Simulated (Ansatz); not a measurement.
Al₉N₈H₂₄⁻, a nanocrystal cut from zinc blende AlN (hydrogen-capped). The state is a singlet with charge -1. Geometry PBE-D4/def2-SVP, basis def2-TZVP, Ansatz.

```xyz
41

N     0.131    1.601   -3.238
N     0.372   -2.210   -1.272
N     1.252    1.409    2.558
N     0.699   -1.470    1.776
N     1.005    0.656   -0.420
N    -1.784   -0.114   -1.566
N    -1.440    0.619    1.461
N    -2.015   -2.298    0.567
Al    1.702    0.966   -2.180
Al    1.978    1.873    0.789
Al    1.441   -1.124    0.033
Al   -1.354    0.336   -3.412
Al   -1.534   -1.966   -1.303
Al    1.693   -0.388    3.132
Al   -0.617    1.855    2.792
Al   -1.164   -1.182    1.992
Al   -0.839    1.075   -0.314
H    -0.204    2.490   -2.827
H     0.489    1.852   -4.172
H     0.659   -3.198   -1.209
H     0.782   -1.881   -2.171
H     1.770    2.033    3.204
H     0.947   -2.434    2.057
H    -2.783    0.136   -1.469
H    -2.444    0.855    1.532
H    -1.854   -3.288    0.813
H    -3.038   -2.200    0.673
H     2.029   -0.477   -2.879
H     2.828    2.110   -2.311
H     3.552    1.491    0.763
H     1.574    3.401    0.427
H     2.932   -1.695   -0.114
H    -0.750   -1.004   -4.101
H    -2.621    1.044   -4.127
H    -2.367   -3.003   -2.209
H     3.267   -0.733    2.984
H     1.034   -0.755    4.569
H    -1.179    1.404    4.246
H    -0.973    3.373    2.358
H    -1.885   -1.718    3.325
H    -1.293    2.559   -0.756
```

```tsv
run	HOMO (eV)	LUMO (eV)
A	-3.85	1.93
B	-6.07	3.17
C	-2.95	1.69
D	-2.65	1.18
E	-3.12	1.17
```

Single mean-field runs in def2-TZVP are fitted with def2-universal-jkfit.

The runs used B97M-V, PBE, PBE0, r2SCAN, ωB97M-V. Estimate which is which.

A PBE0 (25 % exact exchange); B ωB97M-V (range-separated); C r2SCAN (0 % exact exchange); D PBE (0 % exact exchange); E B97M-V (0 % exact exchange). Exact exchange lowers occupied and raises empty levels; among semilocal functionals meta-GGAs tend to open the gap a little, and such runs are hard to tell apart. The gap grows from 3.83 eV (PBE) to 9.24 eV (ωB97M-V).
